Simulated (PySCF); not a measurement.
**Computed properties of Al(F)(Br)(OMe) (CH₃AlBrFO), SMILES [F][Al]([O]C)[Br]**

Al(F)(Br)(OMe) (CH3AlBrFO), SMILES C[O][Al]([F])[Br]. Geometry: B3LYP-D3(BJ)/def2-SVP. The values are those of a single conformer. All values are computed for the isolated molecule unless a solvent is named; none is compared with measurement here.

**Structure.** The optimised structure has Cs symmetry. All 18 harmonic modes at B3LYP-D3(BJ)/def2-SVP (PySCF) are real, so it is a minimum. With heavy atoms numbered as in [Al:1]([F:2])([Br:3])[O:4][CH3:5], the shortest bond between them is O4–C5 at 1.401 Å and the longest Al1–Br3 at 2.241 Å.

**Vibrations.** The strongest infrared lines (harmonic, unscaled, degenerate partners summed) lie at 1247 cm⁻¹ (313 km/mol, O 55 %, C 29 %, H 10 %), 728 cm⁻¹ (148 km/mol, Al 45 %, C 19 %, O 19 %, F 11 %), 920 cm⁻¹ (77 km/mol, Al 48 %, F 43 %). The softest mode is at 71 cm⁻¹ and the zero-point energy is 28.8 kcal/mol.

**Electronic structure.** M06-2X/def2-TZVP (PySCF) places the frontier levels at -10.12 and -0.52 eV, a gap of 9.60 eV, and gives a dipole moment of 2.14 D and a mean polarisability of 54.4 bohr³. PBE/def2-TZVP (PySCF) at the same geometry gives -7.12 and -1.96 eV, so its gap is 4.44 eV narrower. An orbital gap is neither the optical nor the fundamental gap.

**Excitations.** TDDFT-PBE0/def2-SVPD (PySCF) has S1 at 6.08 eV (204 nm, f = 0.000, dark); the most intense of the 10 singlets computed lies at 7.29 eV (f = 0.10). T1 (TDA) is at 5.83 eV. TDDFT-PBE/def2-SVPD (PySCF) puts S1 at 5.18 eV. No vertical singlet excitation falls in the visible range (under 3.1 eV).

**NMR.** GIAO shifts at PBE0/pcSseg-1 (PySCF) (non-relativistic, atoms alike by connectivity averaged): ¹³C at 56.7 ppm against TMS; ¹H at 4.2 ppm against TMS; ¹⁹F at -181.5 ppm against CFCl3. Without spin–orbit terms, shifts of atoms bonded to Cl or Br come out too high.
